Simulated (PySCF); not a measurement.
C5H7BF2.
SMILES with atom numbers: `[CH:1]#[C:2][C@H:3]([BH:4][CH3:5])[CH:6]([F:7])[F:8]` (hydrogens: H9 on C1; H10 on C3; H11 on B4; H12, H13, H14 on C5; H15 on C6)

Torsions of this conformer, `[CH:1]#[C:2][C@H:3]([BH:4][CH3:5])[CH:6]([F:7])[F:8]`: C2–C3–B4–C5 87°, C2–C3–C6–F7 -68°.

The closed-shell ground state was solved at several levels (PySCF, density fitting, gas phase, non-relativistic). The structure is a single GFN2-xTB conformer in the gas phase; no vibrational or solvent corrections.

| level | basis functions | total energy (Eh) | HOMO (eV) | LUMO (eV) | gap (eV) | dipole (D) |
| --- | --- | --- | --- | --- | --- | --- |
| PBE0/pcSseg-1 | 171 | -418.7005 | -8.05 | -1.42 | 6.63 | 2.27 |
| B3LYP/pcJ-1 | 286 | -419.2280 | -7.81 | -1.62 | 6.19 | 2.24 |

Task: Estimate the row for B3LYP/def2-SVPD, a basis of 222 functions; the other rows only guide the guess.

Result: Total energy -418.9231 Eh, HOMO -7.87 eV, LUMO -1.67 eV, gap 6.20 eV, dipole 2.35 D.

Task: How far do the dipole and the HOMO energy spread over the levels?

Result: The dipole runs from 2.24 to 2.35 D (mean 2.29 D) and the HOMO from -8.05 to -7.81 eV.
